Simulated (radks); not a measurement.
Question: The zinc ion Zn3+, 27 electrons, occupied as [Ne] 3s2 3p5 3d9 4d1 (not the ground configuration). Method: scalar-relativistic Kohn-Sham, revPBE, spin-polarised, spherical densities, point nucleus; open shells are filled with parallel spins first; computed with a radial shooting solver on a logarithmic mesh with Libxc functionals. Some entries of the table are withheld. Estimate them.

| orbital | occ. | eigenvalue (Ry) | <r^2> (bohr^2) |
|---|---|---|---|
| 1s up | 1 | -704.8144 | 0.003404 |
| 1s down | 1 | -704.7700 | 0.003404 |
| 2s up | 1 | -89.54694 | 0.06032 |
| 2s down | 1 | -89.45937 | 0.06025 |
| 2p up | 3 | -78.21864 | 0.04816 |
| 2p down | 3 | -78.12681 | 0.04810 |
| 3s up | 1 | -13.74750 | 0.5183 |
| 3s down | 1 | -13.52146 | 0.5214 |
| 3p up | 3 | (1) | 0.5670 |
| 3p down | 2 | (2) | 0.5723 |
| 3d up | 5 | -4.79348 | 0.7411 |
| 3d down | 4 | -4.59366 | 0.7623 |
| 4d up | 1 | -1.40285 | 10.44 |

Answer: 
(1) 3p up eigenvalue (Ry): -10.34112
(2) 3p down eigenvalue (Ry): -10.12010
